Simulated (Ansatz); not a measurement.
Species: FeF3 (charge 0, sextet). The spin state was set by rule; other spins were not relaxed. SMILES: [F][Fe]([F])[F]
Geometry: optimised at B3LYP-D3(BJ)/def2-TZVP (Ansatz, a first-principles code).

Wanted: vertical ionisation energy (to the quintet state of charge +1; each state is the SCF solution reached for its spin; the molecule has degenerate orbitals, so one determinant may break the symmetry; the UHF <S^2> is 6.99 for the quintet (pure: 6.00); for the quintet the Hartree-Fock reference is unstable and T1 is 0.068), in eV. Cores are frozen in the correlated levels unless marked. Open shells are spin-unrestricted. Spin-orbit coupling is left out. The frozen core is the preceding noble-gas configuration, with the filled d and f shells of earlier blocks. No relativistic terms. CBS(X,Y): correlation extrapolated as X^-3; Hartree-Fock from the larger set. The program attaches cautions to a run behind CCSD/def2-SVPD: other roots. The program attaches cautions to a run behind CCSD(T)/def2-SVPD: other roots.

```csv
level,program,vertical ionisation energy (eV)
HF/def2-TZVPPD,Ansatz,13.28
HF/def2-QZVPPD,Ansatz,13.26
SVWN5/def2-TZVPD,Ansatz,12.12
PBE/def2-TZVPD,Ansatz,11.84
r2SCAN/def2-TZVPD,Ansatz,12.48
B3LYP/def2-TZVPD,Ansatz,13.11
PBE0/def2-TZVPD,Ansatz,13.30
BHLYP/def2-TZVPD,Ansatz,14.27
CAM-B3LYP/def2-TZVPD,Ansatz,13.63
wB97M-V/def2-TZVPD,Ansatz,13.62
wB97X-V/def2-TZVPD,Ansatz,13.55
B2PLYP/def2-TZVPD,Ansatz,14.06
RI-MP2/def2-TZVPPD,Ansatz,15.08
RI-MP2/def2-QZVPPD,Ansatz,15.17
"RI-MP2/CBS(def2-TZVPPD,def2-QZVPPD)",Ansatz,15.26
CCSD/def2-SVPD,Ansatz,14.42
CCSD(T)/def2-SVPD,Ansatz,13.97
```
